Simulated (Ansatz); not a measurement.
C3H10OSi (`CC[SiH2]CO`). The species carries charge 0 and has multiplicity 1.

Z-matrix (Å, degrees):
```
C
C 1 1.526
H 1 1.093 2 111.7
H 1 1.094 2 111.9 3 -120.2
H 1 1.093 2 111.3 3 120.2
Si 2 1.880 1 113.9 3 -179.3
H 2 1.096 1 110.7 3 58.2
H 2 1.095 1 110.3 3 -57.8
C 6 1.895 2 109.8 1 -58.8
H 6 1.489 2 109.8 1 -179.6
H 6 1.493 2 109.9 1 60.8
O 9 1.425 6 112.5 2 -53.4
H 9 1.100 6 110.9 2 72.1
H 9 1.093 6 109.5 2 -171.3
H 12 0.960 9 108.5 6 60.8
```

**Question.** List the harmonic frequencies (cm⁻¹, unscaled) at PBE0-D4/def2-TZVP in Ansatz. (Estimate.)

**Answer.** Computed: 55, 104, 144, 209, 234, 245, 332, 502, 601, 642, 687, 729, 807, 868, 938, 981, 984, 1052, 1063, 1150, 1257, 1260, 1291, 1378, 1409, 1451, 1463, 1492, 1499, 2193, 2214, 3002, 3041, 3041, 3080, 3095, 3108, 3116, 3864.

**Question.** Is this a minimum?

**Answer.** Yes, all 39 modes are real.

**Question.** Give the ideal-gas thermochemistry at 298.15 K and 1 bar (rigid rotor, harmonic oscillator; point group C1, symmetry number 1).

**Answer.** Zero-point energy 326.5 kJ/mol; H(298) − E = 350.3 kJ/mol; entropy 364.9 J/(mol·K), of which translation 165.0, rotation 112.8, vibration 87.1; G(298) − E = 241.5 kJ/mol. Modes under 100 cm⁻¹ are hindered rotations or soft bends, so the harmonic entropy is rough.

**Question.** Rotational constants (cm⁻¹)?

**Answer.** 0.1682, 0.08304, 0.0666.
